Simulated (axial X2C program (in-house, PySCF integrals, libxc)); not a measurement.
## SbH⁻ along the bond: PBE0, 2c

Calculated with an axial X2C code built on PySCF integrals. Two-component (2c) means X2C with spin–orbit coupling and atomic mean-field two-electron Coulomb and Gaunt terms. Basis: Sb dyall-acv3z [12s13p9d5f1g], H dyall-av3z [7s3p2d] (cores contracted in-house); Gaussian nuclei, density fitting, unrestricted open shells. Masses: Sb 120.904 u, H 1.008 u.

State: Ω = 3/2 (⟨Sz⟩ = 0.50, ⟨Lz⟩ = 1.00 at PBE0). Dipoles are positive if H is the positive end and refer to the centre of mass.

Results along the bond:

```tsv
R (Å)	μ (D)	HOMO (eV)	LUMO (eV)
1.511	-0.074	0.55	2.38
1.581	-0.256	0.54	2.38
1.633	-0.398	0.53	2.37
1.685	-0.545	0.52	2.36
1.737	-0.696	0.50	2.35
1.798	-0.880	0.49	2.34
1.859	-1.071	0.47	2.33
1.937	-1.327	0.44	2.31
2.032	-1.656	0.40	2.29
2.171	-2.166	0.34	2.24
```

The state is one determinant whose occupation by symmetry is held fixed; it was picked as the lowest of a PBE0 search that is not exhaustive. Density functionals use the spin component along the axis (collinear). Without a current term, density functionals place determinants with orbital angular momentum somewhat too high. The highest occupied level of some functionals is positive through self-interaction error; at Hartree–Fock it is bound. The LUMO of an anion is an unbound level whose energy the basis sets.
